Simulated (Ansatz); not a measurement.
`[F][Al]([F])[O]CC(F)(F)F` and `FC(F)(F)C[O][Ti]([F])([F])[F]` differ in one atom or group.

Ansatz, PBE0-D4/def2-TZVP geometries, multiplicity 1. Each molecule was computed in one conformer, which needn't be the lowest. `[F][Al]([F])[O]CC(F)(F)F` holds a close contact that its SMILES doesn't draw: F···Al 2.03 Å.

Scalar relativity is left out up to krypton.

```tsv
property	`[F][Al]([F])[O]CC(F)(F)F`
HOMO energy (B3LYP/def2-TZVPP) / eV	-8.76
LUMO energy (PBE0/def2-TZVPP) / eV	-0.21
HOMO energy (PBE/def2-TZVPP) / eV	-7.31
HOMO–LUMO gap (ωB97M-V/def2-TZVPP) / eV	12.92
HOMO–LUMO gap (PBE/def2-TZVPP) / eV	6.11
size of the dipole moment (ωB97M-V/def2-TZVPP) / D	3.66
```

**Question.** Give the same properties after the change, and the shifts. (An estimate is asked.)

**Answer.** Ansatz gave: 
| property | `FC(F)(F)C[O][Ti]([F])([F])[F]` | shift |
| --- | --- | --- |
| HOMO energy (B3LYP/def2-TZVPP) / eV | -9.78 | -1.02 |
| LUMO energy (PBE0/def2-TZVPP) / eV | -2.61 | -2.40 |
| HOMO energy (PBE/def2-TZVPP) / eV | -8.32 | -1.01 |
| HOMO–LUMO gap (ωB97M-V/def2-TZVPP) / eV | 12.10 | -0.82 |
| HOMO–LUMO gap (PBE/def2-TZVPP) / eV | 4.83 | -1.28 |
| size of the dipole moment (ωB97M-V/def2-TZVPP) / D | 2.64 | -1.02 |

With PBE0 the HOMO falls by 0.98 eV and the LUMO falls by 2.40 eV, so the gap narrows by about 1.42 eV. PBE moves the HOMO by -1.01 eV and ωB97M-V by -0.92 eV. Dipoles are sizes alone; their direction can turn.

B3LYP here is the variant with VWN-RPA as its local correlation; programs differ in this.
